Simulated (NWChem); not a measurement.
System: C$_{2}$H$_{6}$O$_{2}$Si; SMILES [SiH3]OC(=O)C

Here is an NWChem input.

```
start job
memory heap 200 mb stack 900 mb global 1100 mb
geometry units angstroms noautoz
  Si     0.027343     1.721976    -0.001019
  O      0.750270     0.162472     0.001212
  C     -0.087948    -0.883377     0.001212
  C      0.621616    -2.202009     0.001969
  O     -1.284117    -0.730343     0.000495
  H     -0.780033     1.925179     1.230829
  H      1.206654     2.627997    -0.001958
  H     -0.779532     1.921842    -1.233715
  H     -0.107190    -3.019723     0.003837
  H      1.273782    -2.269793     0.885085
  H      1.270903    -2.271919    -0.883176
end
basis spherical
  * library def2-svp
end
dft
  xc xpbe96 cpbe96
  iterations 150
  mulliken
end
task dft energy
```

The geometry was optimised at PBE0/def2-SVP.

Problem. What results follow from this input? (PBE/def2-SVP.) Quantities: energy (Ha); highest occupied level (eV); orbital gap (eV); dipole (D).

Solution. 
| Quantity | Result |
|---|---|
| energy (Ha) | -519.13 |
| highest occupied level (eV) | -6.36 |
| orbital gap (eV) | 5.39 |
| dipole (D) | 1.56 |
